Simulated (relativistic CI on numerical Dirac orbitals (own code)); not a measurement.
Er4+: M4,5 absorption edge

Computed with this model: Dirac-Coulomb-Breit CI, orbitals from a KLI potential per configuration, QED by a radiative potential, multiplet model of core-to-valence dipole absorption, unscaled Slater integrals; configurations [Xe] 4f10 → [Ar] 3d9 4s2 4p6 4d10 4f11 5s2 5p6; 10 K; Lorentzian 0.6 eV and Gaussian 0.4 eV FWHM. Energies are those of the free ion, without screening or charge transfer. The branching ratio is the share of the lower-energy edge in the whole absorption, uncertain by about 0.02 where the edges overlap. S is read from ⟨S²⟩ = S(S + 1).

Computed curve for free ion, scaled to 100 at the maximum (points under 2 are left out and the grid is thinned):

(Energy (eV), Intensity): (1404.3, 2.1), (1404.7, 3.5), (1405.2, 10.4), (1405.6, 21.8), (1406.0, 14.2), (1406.5, 8.4), (1406.9, 9.6), (1407.3, 11.7), (1407.7, 23.8), (1408.2, 41.6), (1408.6, 23.2), (1409.0, 25.4), (1409.5, 59.9), (1409.9, 43.2), (1410.3, 34.5), (1410.8, 36.8), (1411.2, 38.2), (1411.6, 57.5), (1412.1, 99.7), (1412.5, 50.4), (1412.9, 21.3), (1413.3, 15.2), (1413.8, 19.1), (1414.2, 24.1), (1414.6, 13.6), (1415.1, 7.8), (1415.5, 11.0), (1415.9, 13.2), (1416.4, 10.1), (1416.8, 4.7), (1417.2, 2.8), (1417.7, 2.1), (1449.6, 4.4), (1450.0, 6.2), (1450.4, 9.8), (1450.9, 20.9), (1451.3, 19.8), (1451.7, 15.0), (1452.2, 4.5), (1452.6, 2.1)

The ground state has S = 1.95, and the centroid lies at 1415.33 eV.
